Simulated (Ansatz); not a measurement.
An input meant for the cluster Ag₃H₃ (charge 0, singlet).

```yaml
crystal:
  periodic: [false, false, false]
  atoms:
    - {symbol: Ag, position_ang: [0.143499, 0.193486, -2.108400]}
    - {symbol: Ag, position_ang: [-0.624618, -0.615044, 3.435945]}
    - {symbol: Ag, position_ang: [-0.069661, -0.132438, 0.698594]}
    - {symbol: H, position_ang: [0.781058, 0.919479, -3.458200]}
    - {symbol: H, position_ang: [0.445182, 0.362961, 2.260496]}
    - {symbol: H, position_ang: [-0.675470, -0.728444, -0.828435]}
basis:
  gaussian: {orbitals: def2-mTZVPP}
hamiltonian: {xc: {name: HF}}
correlation: {active_space: {window: {electrons: 3, orbitals: 2}}}
scf: {omitted_lower_state_checks: [starts]}
output: {forces: true}
```

```sh
$ ansatz run in.yaml --threads 4 --pin off --events-out ev --progress --plain --max-ram 3916MiB
```

It prints (some lines left out):

```
Functional definition: HF
1299 factors; integrals over basis functions are off by at most 8.6e-4 eV
mean field evaluation 1: about -11969.1082 eV, gradient 4.8e1 eV
mean field evaluation 2: about -11969.4910 eV, gradient 4.9e1 eV
mean field evaluation 4: about -11973.9399 eV, gradient 3.2e0 eV
mean field evaluation 8: about -11974.0381 eV, gradient 7.6e-1 eV
mean field evaluation 16: about -11974.0409 eV, gradient 1.8e-5 eV
mean field -11974.04093928 eV, -440.0378882220 hartree, gradient 2.9e-6 eV, S^2 0.000000; 0 other end points of the search recorded, 0 dependent functions left out
reference -11974.04093928 eV, -440.0378882220 hartree; 30, 30 occupied and 84, 84 virtual orbitals, 1299 factors
Error: 3 electrons in 2 orbitals form no window around the highest filled level of the reference
```

(1) What is wrong with this run?

Results:

(1) The active space doesn't fit the electrons. The run stopped with an error.
